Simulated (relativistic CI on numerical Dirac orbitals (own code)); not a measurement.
**How well does a small relativistic CI reproduce Nb II?**

Calculated at this level of theory: Dirac-Coulomb-Breit CI, separate exchange-only KLI orbitals for each configuration, model QED, valence Slater integrals scaled by 0.85, P86 correlation energy added to each configuration (own radial code, finite nucleus).

Configurations in the expansion (outside the closed core [Kr]): 4d4, 4d3 5s, 4d3 5p, 4d2 5s 5p, 4d2 5s2, 4d3 4f, 4d3 6s, 4d3 5d, 4d3 6p, 4d3 7s, 4d3 6d, 4d3 7p, 4d2 5s 6s, 4d2 5p2, 4d3 5f, 4d3 5g, 4d3 7d, 4d2 4f2, 4d3 6f, 4d2 4f 5s. Levels of other configurations are missing.

| Configuration | Term (tabulated) | J | Measured (cm⁻¹) | Computed | Error | Purity (%) |
| --- | --- | --- | --- | --- | --- | --- |
| 4d4 | 5D | 0 | 0.0 | 0 | 0 | 98 |
| 4d4 | 5D | 1 | 159.0 | 122 | -37 | 99 |
| 4d4 | 5D | 2 | 438.4 | 347 | -91 | 99 |
| 4d4 | 5D | 3 | 801.3 | 654 | -148 | 99 |
| 4d4 | 5D | 4 | 1224.8 | 1025 | -200 | 99 |
| 4d3 5s | 5F | 1 | 2356.8 | 3830 | 1473 | 100 |
| 4d3 5s | 5F | 2 | 2629.1 | 4072 | 1443 | 100 |
| 4d3 5s | 5F | 3 | 3029.6 | 4430 | 1401 | 100 |
| 4d3 5s | 5F | 4 | 3542.6 | 4894 | 1351 | 100 |
| 4d3 5s | 5F | 5 | 4146.0 | 5448 | 1302 | 99 |
| 4d4 | 3P | 0 | 5562.2 | 6560 | 998 | 72 |
| 4d4 | 3P | 1 | 6192.3 | 7105 | 912 | 71 |
| 4d4 | 3P | 2 | 7261.3 | 8074 | 813 | 70 |
| 4d3 5s | 3P | 1 | 14626.2 | 16669 | 2043 | 73 |
| 4d3 5s | 3P | 2 | 14660.8 | 16645 | 1984 | 70 |
| 4d3 5s | 3P | 0 | 14678.3 | 16719 | 2041 | 75 |
| 4d3 5p | 5G° | 2 | 33351.1 | 33229 | -123 | 97 |
| 4d3 5p | 5G° | 3 | 33919.2 | 33719 | -200 | 98 |
| 4d3 5p | 5G° | 4 | 34632.0 | 34346 | -286 | 98 |
| 4d3 5p | 5G° | 5 | 35474.2 | 35097 | -377 | 98 |
| 4d3 5p | 5G° | 6 | 36455.5 | 35969 | -486 | 99 |
| 4d3 5p | 5F° | 1 | 36731.8 | 36476 | -256 | 67 |
| 4d3 5p | 5F° † | 2 | 36962.8 | 36710 | -253 | 61 |
| 4d3 5p | 5D° | 0 | 37298.2 | 37256 | -42 | 96 |
| 4d3 5p | 5F° † | 3 | 37376.9 | 36493 | -884 | 63 |
| 4d3 5p | 5D° | 1 | 37480.1 | 37422 | -58 | 94 |
| 4d3 5p | 5F° † | 4 | 37528.4 | 37183 | -345 | 91 |
| 4d3 5p | 5D° | 2 | 37797.3 | 37719 | -78 | 89 |
| 4d3 5p | 5F° | 5 | 38024.3 | 37702 | -323 | 88 |
| 4d3 5p | 5D° | 3 | 38216.4 | 38119 | -97 | 77 |
| 4d3 5p | 5D° | 4 | 38291.3 | 38226 | -65 | 93 |

Measured levels from NIST Handbook of Basic Atomic Spectroscopic Data (Sansonetti and Martin, J. Phys. Chem. Ref. Data 34, 1559 (2005)); pairs were made by configuration, J and term (by order where the table uses no LS term), so strongly mixed levels may be paired wrongly.

Mean error by configuration (cm⁻¹): 4d4 321; 4d3 5s 1630; 4d3 5p -199. Over the excited levels the mean absolute error is 690 cm⁻¹ (30 of the 33 excited levels that our extract of the source holds in range could be paired, and the others can miss by more), and the median relative error of those above 1,000 cm⁻¹ is 6.3 %. † marks terms whose computed intervals miss the measured ones by more than a factor of 2.5, or configurations far off the rest, from wrong mixing, a near crossing or a doubtful label or measurement; they are left out of the means.

Transition probabilities of persistent lines. The last column rescales the computed rate by the cube of measured over computed energy:

```tsv
λ measured (Å)	Lower	Upper	A tabulated (s⁻¹)	A computed	A rescaled
2697.06 air	4d4 5D_4	4d3 5p 5D°_4	1.00e+08	1.65e+08	1.63e+08
2716.62 air	4d4 5D_4	4d3 5p 5F°_5	4.30e+07	6.09e+07	6.15e+07
2721.98 air	4d4 5D_3	4d3 5p 5F°_4	4.30e+07	5.93e+07	6.02e+07
```
